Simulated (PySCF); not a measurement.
CH4ClFO2Si, SMILES CO[Si](O)(F)Cl. The structure is a stationary point at PBE-D3(BJ)/def2-SVP. One conformer was computed; it need not be the lowest.

Computed equilibrium geometry at PBE-D3(BJ)/def2-SVP (PySCF confirms it by a frequency run) as bond lengths and angles (one conformer of several):
Atoms: C1 O2 Si3 O4 F5 Cl6 H7 H8 H9 H10. Bonds (Å): C1–O2 1.420, C1–H7 1.112, C1–H8 1.112, C1–H9 1.108, O2–Si3 1.640, Si3–O4 1.652, Si3–F5 1.619, Si3–Cl6 2.068, O4–H10 0.973. Bond angles (°): O2–C1–H7 111.5, O2–C1–H8 111.5, O2–C1–H9 108.1, H7–C1–H8 108.6, H7–C1–H9 108.6, H8–C1–H9 108.5, C1–O2–Si3 124.8, O2–Si3–O4 109.8, O2–Si3–F5 106.6, O2–Si3–Cl6 111.5, O4–Si3–F5 111.3, O4–Si3–Cl6 110.4, F5–Si3–Cl6 107.2, Si3–O4–H10 116.2.
Charge 0, spin multiplicity 1.
